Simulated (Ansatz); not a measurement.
Abridged output of a molecular run in Ansatz:

```
Functional definition: HF
905 factors; integrals over basis functions are off by at most 4.1e-4 eV
mean field evaluation 1: about -31660.4871 eV, gradient 3.3e1 eV
mean field evaluation 2: about -31660.5077 eV, gradient 3.3e1 eV
mean field evaluation 4: about -31663.2017 eV, gradient 2.3e0 eV
mean field evaluation 8: about -31663.2221 eV, gradient 1.1e-4 eV
mean field -31663.22211503 eV, -1163.6019506246 hartree, gradient 2.9e-6 eV, S^2 0.000000; 0 other end points of the search recorded, 0 dependent functions left out
15 core orbitals not correlated: weight in the atoms' cores, before any rotation towards them, 1.000 or more for the frozen orbitals, at most 0.000 for the correlated occupied ones
reference -31663.22211503 eV, -1163.6019506246 hartree; 17, 17 occupied and 54, 54 virtual orbitals, 905 factors
second order -14.07412821 eV of doubles, -0.00000000 eV of singles
cycle   1  -14.67275055 eV  change   -6.0e-1 eV  update   8.6e-2
cycle   2  -14.98210108 eV  change   -3.1e-1 eV  update   2.6e-2
cycle   3  -15.06346589 eV  change   -8.1e-2 eV  update   1.6e-2
cycle   4  -15.06233835 eV  change    1.1e-3 eV  update   4.5e-3
cycle   5  -15.05963404 eV  change    2.7e-3 eV  update   2.1e-3
cycle   6  -15.05943601 eV  change    2.0e-4 eV  update   8.1e-4
cycle   7  -15.05940490 eV  change    3.1e-5 eV  update   3.0e-4
cycle   8  -15.05948236 eV  change   -7.7e-5 eV  update   9.4e-5
cycle   9  -15.05949665 eV  change   -1.4e-5 eV  update   3.5e-5
perturbative correction -0.37631959 eV, -0.0138294898 hartree
Total energy: -31678.65793126 eV, -1164.1692064084 hartree
```

Its atoms:

Z-matrix (Å, degrees):
```
N
In 1 2.000
H 1 1.010 2 115.7
H 1 1.010 2 115.7 3 -130.4
Cl 2 2.308 1 121.4 3 158.6
Cl 2 2.308 1 121.4 3 -28.1
```

Q: Which basis set was used?
A. def2-TZVPP
B. def2-SVP
C. def2-QZVPP
D. cc-pV(Q+d)Z

A: B. It gives 86 functions.

Q: Write the keys of the input that set method, charge and spin (a neutral closed shell needs none for the last two).

A: 
```yaml
correlation: {method: ccsd_t}
```
